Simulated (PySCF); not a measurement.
Ga(OH)2(PH2) (GaH₄O₂P), SMILES [PH2][Ga]([OH])[OH].

The structure is a stationary point at ωB97X-D3(BJ)/def2-SVP. The structure was generated by enumeration; whether it is a known compound was not checked. The values are those of a single conformer.

Two levels are set side by side: PBE/def2-TZVP (PySCF) and r2SCAN/def2-TZVP (PySCF). Same geometry, gas phase. Differences are taken from unrounded values.

```json
[
 {"quantity": "orbital gap (eV)", "PBE": "5.19"},
 {"quantity": "highest occupied level (eV)", "PBE": "-6.70"},
 {"quantity": "lowest empty level (eV)", "PBE": "-1.50"},
 {"quantity": "dipole moment (D)", "PBE": "1.49"},
 {"quantity": "mean polarisability (bohr³)", "PBE": "62.7"}
]
```

Problem. These are the PBE values. What does r2SCAN give? (The exact figures need the calculation; the answer reports its results.)

Solution. 
```
quantity                     r2SCAN  PBE minus r2SCAN
---------------------------  ------  ----------------
orbital gap (eV)               5.77             -0.58
highest occupied level (eV)   -6.94              0.25
lowest empty level (eV)       -1.17             -0.34
dipole moment (D)              1.56             -0.07
mean polarisability (bohr³)    60.8               1.9
```

Rough cost on one machine, each run with all the roots and properties that it gave: r2SCAN against PBE about 3 times.
